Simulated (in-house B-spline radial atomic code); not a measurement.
Settings and results of a run for Pd VII (Pd6+). Level of theory: Dirac-Kohn-Sham LDA exchange-only, spherical fractional occupations, Fermi nucleus of rms radius 4.5318 fm; calculated with a B-spline radial code for spherical atoms.

Command:
```bash
python run_scf.py task.json out
```
Settings (nuclear radius in fm, mass in u):
```
Z                46
configuration    [Kr] 4d4
hamiltonian      dirac
method           lda,
spin_polarised   False
nucleus          fermi
rms_radius       4.5318
atomic_mass      105.90348
speed_of_light   137.035999084
```

Output (hartree, bohr):
```
 radial grid: 66 intervals, B-splines of order 8, outer radius 15.5224 bohr

 iter        energy (Eh)    residual
    1       -5018.156276    7.76e-01
    2       -5025.113382    3.70e-01
    3       -5028.224403    9.55e-02
    4       -5028.395368    2.41e-02
    5       -5028.403751    1.18e-02
    6       -5028.406370    2.02e-03
    7       -5028.406394    9.70e-05
    8       -5028.406394    4.16e-06
    9       -5028.406394    1.02e-07

 total energy                     -5028.40639
 kinetic                            5254.3922
 electron-nucleus                 -12054.9586
 Hartree                            1904.0348
 exchange-correlation               -131.8748

 first-order corrections (not in the total)
   Gaunt                             3.6879
   retardation                      -0.3726
   frequency dependence             -0.0269
   self-energy                       2.4837
   Uehling                          -0.3035
   Wichmann-Kroll                    0.0054
   recoil                            0.0180

 orbital      occ     eigenvalue          <r>       <r^2>       <1/r>       r_max    small
 1s1/2      2.000      -890.0173    0.0318843  0.00137368     48.1873     0.02068  2.83e-02
 2s1/2      2.000      -133.0704     0.138118   0.0225449     11.0749      0.1171  5.90e-03
 2p1/2      2.000      -123.7698     0.117195   0.0168687     11.0618     0.09053  5.92e-03
 2p3/2      4.000      -117.9224     0.122166   0.0182011     10.4227      0.0947  5.69e-03
 3s1/2      2.000       -26.9190     0.379524    0.164952     3.85916      0.3423  1.64e-03
 3p1/2      2.000       -23.2463     0.371352     0.16046     3.76764      0.3285  1.59e-03
 3p3/2      4.000       -22.2247     0.382209    0.169746     3.61179      0.3384  1.53e-03
 3d3/2      4.000       -15.7014     0.355229     0.15066     3.44742        0.28  1.42e-03
 3d5/2      6.000       -15.4971     0.358713    0.153477     3.40719      0.2828  1.40e-03
 4s1/2      2.000        -6.5600     0.918325    0.951944      1.5115      0.8414  4.39e-04
 4p1/2      2.000        -5.3797     0.971655     1.07356     1.40736      0.8764  3.91e-04
 4p3/2      4.000        -5.1956     0.996893     1.12951     1.36155      0.8994  3.76e-04
 4d3/2      1.600        -3.3276      1.16208     1.56168     1.13363       1.003  2.74e-04
 4d5/2      2.400        -3.3006      1.17089     1.58494     1.12345       1.011  2.71e-04

 Slater integrals (Eh)
   F0(4p1/2,4p1/2)               0.924741
   F0(4p1/2,4p3/2)               0.912710
   G2(4p1/2,4p3/2)               0.479586
   F0(4p1/2,4d3/2)               0.839294
   G1(4p1/2,4d3/2)               0.538170
   F0(4p1/2,4d5/2)               0.835426
   G3(4p1/2,4d5/2)               0.330018
   F0(4p3/2,4p3/2)               0.901280
   F2(4p3/2,4p3/2)               0.474999
   F0(4p3/2,4d3/2)               0.830597
   F2(4p3/2,4d3/2)               0.424119
   G1(4p3/2,4d3/2)               0.538700
   G3(4p3/2,4d3/2)               0.333967
   F0(4p3/2,4d5/2)               0.826880
   F2(4p3/2,4d5/2)               0.421567
   G1(4p3/2,4d5/2)               0.534899
   G3(4p3/2,4d5/2)               0.331497
   F0(4d3/2,4d3/2)               0.775015
   F2(4d3/2,4d3/2)               0.396767
   F0(4d3/2,4d5/2)               0.772061
   F2(4d3/2,4d5/2)               0.395341
   G2(4d3/2,4d5/2)               0.395111
   G4(4d3/2,4d5/2)               0.262993
   F0(4d5/2,4d5/2)               0.769149
   (list cut)
```

Time taken, with all properties: 1.9 s on 1 thread of Arm Neoverse V1, on a shared host.

For the Dirac Hamiltonian the kinetic term is c α·p + (β - 1)c².
